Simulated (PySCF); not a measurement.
# Multinuclear NMR of C4H12O2Si3

Mapped SMILES: `[CH3:1]/[C:2](=[CH:3]\[CH:4]=[O:5])[SiH2:6][O:7][SiH2:8][SiH3:9]` (H(Xn): hydrogen on atom n).

PySCF 2.14 calculation with GFN2-xTB geometry and NMR shieldings at PBE0/pcSseg-1/GIAO; isolated molecule, non-relativistic Hamiltonian, single conformer, fast rotation and ring inversion assumed for equivalent nuclei.

Question: Where does 29Si resonate?

Answer: 
```json
{"atoms": "Si8", "environment": "silicon bonded to O, Si, 2 H", "σ (ppm)": "375.5", "δ (ppm)": "-28.7"}
{"atoms": "Si6", "environment": "silicon bonded to C, O, 2 H", "σ (ppm)": "391.1", "δ (ppm)": "-41.5"}
{"atoms": "Si9", "environment": "silicon bonded to Si, 3 H", "σ (ppm)": "468.9", "δ (ppm)": "-105.5"}
```

Shieldings were converted by a linear fit to measured shifts: 29Si (scatter 8.9 ppm rms, 25.8 ppm with the 6 outliers that the fit left out vs TMS, solution or neat liquid). Occasional misses reach two or three times the rms, and more in compound classes unlike the fitted ones.

On a 500 MHz spectrometer 29Si resonates near 99.3 MHz, so 1 ppm is 99.3 Hz.

Question: What are the 17O shifts?

Answer: 
```
atoms            environment  σ (ppm)  δ (ppm)
   O5        aldehyde oxygen   -378.1    611.2
   O7  oxygen bonded to 2 Si    334.1    -37.7
```

Shieldings were converted by a linear fit to measured shifts: 17O (scatter 10.7 ppm rms, 12.2 ppm with the 3 outliers that the fit left out vs liquid water, solution or neat liquid). A few per cent of atoms miss by over 2 rms, more outside the fitted compound classes.

On a 300 MHz spectrometer 17O resonates near 40.7 MHz, so 1 ppm is 40.7 Hz.
